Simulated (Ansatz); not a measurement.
This geometry of CH5ClNOSc (10 atoms, charge 0, multiplicity 1) is a first-order saddle point.

These are results of RKS B3LYP/def2-SVP in Ansatz, not measurements.

```xyz
10
Properties=species:S:1:pos:R:3
C -2.116 0.190 0.234
O -0.752 0.401 0.070
Sc 1.081 0.560 -0.129
N 2.210 -1.062 -0.254
Cl 2.042 2.685 -0.189
H -2.631 0.135 -0.744
H -2.584 1.011 0.808
H -2.321 -0.757 0.770
H 2.458 -1.584 -1.096
H 2.612 -1.579 0.530
```

Question: Which two structures does it join? (They come from a converged band through this point; their orientation in space is the band's.)

Answer: No bond is made or broken. The dihedral Cl5–Sc3–N4–H9 goes from 180 to 0°. The two ends are copies of one structure, up to a mirror image or an exchange of like atoms.

First end point:

```xyz
10
Properties=species:S:1:pos:R:3
C -2.124 0.172 0.180
O -0.741 0.277 0.073
Sc 1.082 0.576 -0.046
N 2.175 -1.041 -0.248
Cl 2.134 2.659 0.033
H -2.605 0.187 -0.816
H -2.551 1.006 0.768
H -2.417 -0.773 0.676
H 1.852 -2.008 -0.295
H 3.194 -1.054 -0.325
```

Last end point:

```xyz
10
Properties=species:S:1:pos:R:3
C -2.124 0.172 0.181
O -0.741 0.273 0.076
Sc 1.081 0.573 -0.044
N 2.178 -1.041 -0.248
Cl 2.130 2.657 0.033
H -2.604 0.187 -0.816
H -2.551 1.009 0.765
H -2.422 -0.771 0.678
H 3.196 -1.051 -0.326
H 1.858 -2.008 -0.298
```

Question: How far does it lie above each of them?

Answer: 31.3 kJ/mol above the first and 31.3 kJ/mol above the second. This is the barrier of this one path; another mechanism may lie lower.

Time of the run: 2.5 min on 2 threads of Arm Neoverse V1, with other jobs on the host, peak memory 0.29 GiB.
